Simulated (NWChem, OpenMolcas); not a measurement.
## A ladder of methods for SnH3O2 (SMILES [OH][SnH][OH])

SnH3O2 has 6 atoms, charge 0, and is taken as a doublet. SMILES: `[OH][SnH][OH]`. Geometry: relaxed at PBE0-D4/def2-TZVP. This is one conformer, not always the lowest.

```xyz
6

O    -1.2483   -0.6847   -0.2334
Sn    0.4170    0.3025   -0.6396
O     1.4139   -0.0383    1.0167
H    -1.8520   -0.7834   -0.9736
H     0.1286    2.0261   -0.6243
H     1.1827   -0.8860    1.4081
```

Each level gives the dipole moment (D). The values are calculated.

```json
{"level": "USVWN5/def2-SVPD (core potential)", "kind": "LDA", "program": "OpenMolcas", "value (D)": "2.26", "CPU time": "31 s"}
{"level": "UBLYP/def2-SVPD (core potential)", "kind": "GGA", "program": "OpenMolcas", "value (D)": "2.31", "CPU time": "50 s"}
{"level": "UPBE/def2-SVPD (core potential)", "kind": "GGA", "program": "OpenMolcas", "value (D)": "2.26", "CPU time": "55 s"}
{"level": "U-r2SCAN/def2-SVPD (core potential)", "kind": "meta-GGA", "program": "OpenMolcas", "value (D)": "2.39", "CPU time": "54 s"}
{"level": "UM06-L/def2-SVPD (core potential)", "kind": "meta-GGA", "program": "OpenMolcas", "value (D)": "2.38", "CPU time": "56 s"}
{"level": "UTPSS/def2-SVPD (core potential)", "kind": "meta-GGA", "program": "OpenMolcas", "value (D)": "2.28", "CPU time": "63 s"}
{"level": "UBHLYP/def2-SVPD (core potential)", "kind": "global hybrid", "program": "OpenMolcas", "value (D)": "2.77", "CPU time": "41 s"}
{"level": "UPBE0/def2-SVPD (core potential)", "kind": "global hybrid", "program": "NWChem", "value (D)": "2.51", "CPU time": "67 s"}
```

The values span 2.26 to 2.77 D. Magnitudes only. Times are those of the runs behind each value, whatever else they computed, on shared processors of several kinds: orders of magnitude only.
